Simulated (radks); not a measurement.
Results of a calculation; reference values are marked as such.
The mean radii <r> (bohr) of the occupied orbitals of an atom or ion are listed with their occupations. Level of theory: non-relativistic Kohn-Sham, PBEsol, spin-polarised, spherical densities, point nucleus (a radial shooting solver on a logarithmic mesh with Libxc functionals).

orbital  occ.      <r>
1s up       1  0.03816
1s down     1  0.03816
2s up       1   0.1674
2s down     1   0.1674
2p up       3   0.1437
2p down     3   0.1437
3s up       1   0.4700
3s down     1   0.4699
3p up       3   0.4668
3p down     3   0.4667
3d up       5   0.4504
3d down     5   0.4500
4s up       1    1.191
4s down     1    1.192
4p up       3    1.286
4p down     2    1.288

Name the element and its charge. Open shells, if any, are filled with parallel spins first.

Answer. Z = 40, zirconium, charge +5: Zr5+ in [Ar] 3d10 4s2 4p5. The 1s radius gives Z: for a bare nucleus <r> = 1.5/Z, 0.0375 bohr for Z = 40, and screening makes it slightly larger (0.03816 here). The occupations add up to 35, and the charge is Z minus that.
